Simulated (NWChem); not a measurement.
System meant: CH3Si, doublet; SMILES C=[SiH]

Input file for NWChem:

```
start job
memory heap 200 mb stack 700 mb global 900 mb
geometry units angstroms noautoz
  C     -0.041803     1.115534    -0.067606
  Si    -0.100184    -0.585324     0.225548
  H     -0.925002     1.771532    -0.033104
  H      0.922551     1.602249    -0.302705
  H      1.150350    -1.441124     0.162816
end
basis spherical
  C library def2-svp
  Si library def2-svp
  H library def2-svp
end
dft
  odft
  mult 2
  xc b3lyp
  iterations 4
  mulliken
end
task dft energy
```

End of the output:

```
     --------------------------
     Expectation value of S2:
     --------------------------
      <S2> =      0.7567 (Exact =     0.7500)

 center of mass
 --------------
 x =  -0.05556879 y =  -0.08238458 z =   0.00000000

 moments of inertia (a.u.)
 ------------------
         118.593884274164           0.000000000000           0.000000000000
           0.000000000000          11.832956427879           0.000000000000
           0.000000000000           0.000000000000         130.426840702042

     Multipole analysis of the density
     ---------------------------------

     L   x y z        total         alpha         beta         nuclear
     -   - - -        -----         -----         ----         -------
     0   0 0 0     -0.000000    -12.000000    -11.000000     23.000000

     1   1 0 0     -0.004735      0.375571     -0.380306      0.000000
     1   0 1 0     -0.187210      0.820329     -1.007539     -0.000000
     1   0 0 1     -0.000000     -0.000000     -0.000000      0.000000

     2   2 0 0    -14.679252    -15.167118    -10.946344     11.434209
     2   1 1 0      0.070619      0.552893      2.334883     -2.817158
     2   1 0 1     -0.000000      0.000000     -0.000000      0.000000
     2   0 2 0    -14.507958    -46.688714    -41.293585     73.474341
     2   0 1 1      0.000000      0.000000     -0.000000      0.000000
     2   0 0 2    -16.507988     -9.086468     -7.421520      0.000000

 ------------------------------------------------------------------------
 dft energy failed                                                                                  0
 ------------------------------------------------------------------------
 ------------------------------------------------------------------------
  current input line :
    22: task dft energy
 ------------------------------------------------------------------------
 ------------------------------------------------------------------------
 This type of error is most commonly associated with calculations not reaching convergence criteria
 ------------------------------------------------------------------------
 For more information see the NWChem manual at https://nwchemgit.github.io

0:dft energy failed:Received an Error in Communication
```

Question: What is wrong, and how is it mended?

Answer: Convergence was not reached. Cause: the SCF was allowed too few iterations. This input runs:
```
start job
memory heap 200 mb stack 700 mb global 900 mb
geometry units angstroms noautoz
  C     -0.041803     1.115534    -0.067606
  Si    -0.100184    -0.585324     0.225548
  H     -0.925002     1.771532    -0.033104
  H      0.922551     1.602249    -0.302705
  H      1.150350    -1.441124     0.162816
end
basis spherical
  * library def2-svp
end
dft
  odft
  mult 2
  xc b3lyp
  iterations 150
  mulliken
end
task dft energy
```
It converges to -329.18948 Ha (B3LYP/def2-SVP, spin-unrestricted).
